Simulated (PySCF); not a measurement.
**Pb: ionisation energy**

Pb [Xe] 4f14 5d10 6s2 6p2 (3P) → Pb⁺ [Xe] 4f14 5d10 6s2 6p1 (2P), as a difference of total energies. All numbers are calculated (PySCF 2.14, scalar relativity by spin-free X2C-1e, in aug-cc-pVTZ-DK3). Correlated levels: valence: [Xe] 4f14 5d10 frozen. The calculations carry no spin-orbit coupling.

```json
{"method": "UHF", "ionisation energy (eV)": "6.577", "difference from reference (eV)": "-0.840"}
{"method": "MP2 (valence)", "ionisation energy (eV)": "6.842", "difference from reference (eV)": "-0.575"}
{"method": "SCS-MP2 (valence)", "ionisation energy (eV)": "6.778", "difference from reference (eV)": "-0.639"}
{"method": "CCSD (valence)", "ionisation energy (eV)": "6.876", "difference from reference (eV)": "-0.541"}
{"method": "CCSD(T) (valence)", "ionisation energy (eV)": "6.895", "difference from reference (eV)": "-0.522"}
```

Reference: 7.417 eV (measured; NIST Atomic Spectra Database, ionization energies).

Spin-orbit coupling is strong in these open shells (close to jj coupling). The scalar numbers leave it out and a first-order estimate fails, so it can dominate the gap to the real levels.

Errors of the correlated levels include the incompleteness of this basis and the frozen core.
